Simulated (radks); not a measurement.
Spherical jellium clusters: N electrons in a uniform positive sphere of charge N and radius rs N^(1/3), rs = 3.74 bohr. Calculated with a radial shooting solver with Libxc functionals: non-relativistic Kohn-Sham, LDA (Slater exchange, Perdew-Wang correlation), spin-polarised, spherical densities. Levels are named by radial order and angular momentum (1s, 1p, 1d, 2s, ...), and open shells are averaged over m.

N = 15, configuration 1s2 1p6 1d(up 5, down 2). This is the lowest configuration that the search found. Occupied and some empty levels:

level,occupation,eigenvalue (eV),<r> (bohr)
1s up,1,-5.5016,5.734
1s down,1,-5.2768,5.579
1p up,3,-4.4307,6.918
1p down,3,-4.1477,6.896
1d up,5,-3.1298,7.824
1d down,2,-2.8399,7.886
2s up,0,-2.6340,6.865
2s down,0,-2.4901,6.993
1f up,0,-1.6734,8.747
1f down,0,-1.4088,8.904
2p up,0,-1.1947,9.127
2p down,0,-1.0603,9.353

Energy (eV): total -26.4740, kinetic 29.805, external -781.33, Hartree 384.11, exchange-correlation -57.342, background 398.27.

Electron density:

r (bohr),n(r) (e/bohr^3)
0.300,0.002391
1.05,0.002562
1.81,0.002920
2.56,0.003441
3.31,0.004074
4.07,0.004718
4.82,0.005233
5.57,0.005452
6.33,0.005237
7.08,0.004551
7.83,0.003517
8.59,0.002389
9.34,0.001433
10.1,0.0007829
10.8,0.0003963
11.6,0.0001934
12.4,0.00009051
13.1,0.00004181
13.9,0.00001902
14.6,8.466e-06
